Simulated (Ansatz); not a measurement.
Start from `C[O][GaH][SeH]` and change one atom or group to get `C[O][GaH2]`.

Ansatz, PBE0-D4/def2-TZVP geometries, multiplicity 1. Each molecule was computed in one conformer, which needn't be the lowest.

Scalar relativity is left out up to krypton.

```
                                                                                  property  `C[O][GaH][SeH]`
                                                     LUMO energy (ωB97M-V/def2-TZVPP) / eV              0.73
                                                        LUMO energy (PBE0/def2-TZVPP) / eV             -0.95
ideal-gas entropy at 298 K and 1 bar (rigid rotor, harmonic PBE0-D4/def2-TZVP) / J/(mol·K)               366
                                                        HOMO energy (PBE0/def2-TZVPP) / eV             -7.23
                                                     HOMO–LUMO gap (B3LYP/def2-TZVPP) / eV              5.79
                                                      HOMO–LUMO gap (PBE0/def2-TZVPP) / eV              6.28
```

Task: What does the change do to each property? (Estimate.)

Result: Computed: 
```csv
property,`C[O][GaH2]`,shift
LUMO energy (ωB97M-V/def2-TZVPP) / eV,0.47,-0.26
LUMO energy (PBE0/def2-TZVPP) / eV,-1.21,-0.26
"ideal-gas entropy at 298 K and 1 bar (rigid rotor, harmonic PBE0-D4/def2-TZVP) / J/(mol·K)",304,-62
HOMO energy (PBE0/def2-TZVPP) / eV,-7.85,-0.62
HOMO–LUMO gap (B3LYP/def2-TZVPP) / eV,6.14,0.35
HOMO–LUMO gap (PBE0/def2-TZVPP) / eV,6.64,0.36
```

With PBE0 the HOMO falls by 0.62 eV and the LUMO falls by 0.26 eV, so the gap widens by about 0.36 eV. PBE moves the HOMO by -0.39 eV and ωB97M-V by -0.88 eV. The zero-point energy changes by -4.5 kJ/mol with -3 modes.

B3LYP here is the variant with VWN-RPA as its local correlation; programs differ in this.

Spin–orbit coupling is left out; it splits and shifts lone-pair levels of the heavy atoms by tenths of an eV.
